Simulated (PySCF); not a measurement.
Computed properties of C4H4Cl2, SMILES C(=C/C=C\Cl)/Cl

(1Z,3Z)-1,4-dichlorobuta-1,3-diene (C₄H₄Cl₂), SMILES Cl/C=C\C=C/Cl. Coordinates come from a B3LYP-D3(BJ)/def2-SVP optimisation. Other conformers were not sampled. All values are computed for the isolated molecule unless a solvent is named; none is compared with measurement here.

**Structure.** The optimised structure has C2h symmetry. All 24 harmonic modes at B3LYP-D3(BJ)/def2-SVP (PySCF) are real, so it is a minimum. With heavy atoms numbered as in [Cl:1]/[CH:2]=[CH:3]\[CH:4]=[CH:5]/[Cl:6], the shortest bond between them is C2–C3 at 1.344 Å and the longest C5–Cl6 at 1.739 Å.

**Vibrations.** The strongest infrared lines (harmonic, unscaled, degenerate partners summed) lie at 782 cm⁻¹ (176 km/mol, C 66 %, Cl 20 %, H 14 %), 725 cm⁻¹ (72 km/mol, H 77 %, C 22 %), 1633 cm⁻¹ (71 km/mol, C 95 %). The softest mode is at 60 cm⁻¹ and the zero-point energy is 42.5 kcal/mol.

**Electronic structure.** HF/def2-TZVP (PySCF) places the frontier levels at -8.98 and 2.10 eV, a gap of 11.08 eV, and gives a dipole moment of 0.00 D and a mean polarisability of 77.9 bohr³. PBE/def2-TZVP (PySCF) at the same geometry gives -5.78 and -2.39 eV, so its gap is 7.69 eV narrower. An orbital gap is neither the optical nor the fundamental gap.

**Excitations.** TDDFT-B3LYP/def2-SVPD (PySCF) has S1 at 4.92 eV (252 nm, f = 0.606, bright); the most intense of the 10 singlets computed lies at 4.92 eV (f = 0.61). T1 (TDA) is at 2.82 eV. TDDFT-PBE/def2-SVPD (PySCF) puts S1 at 4.65 eV. No vertical singlet excitation falls in the visible range (under 3.1 eV).

**NMR.** GIAO shifts at PBE0/pcSseg-1 (PySCF) (non-relativistic, atoms alike by connectivity averaged): ¹³C from 132.9 to 139.1 ppm against TMS; ¹H from 6.5 to 7.1 ppm against TMS. Without spin–orbit terms, shifts of atoms bonded to Cl or Br come out too high.
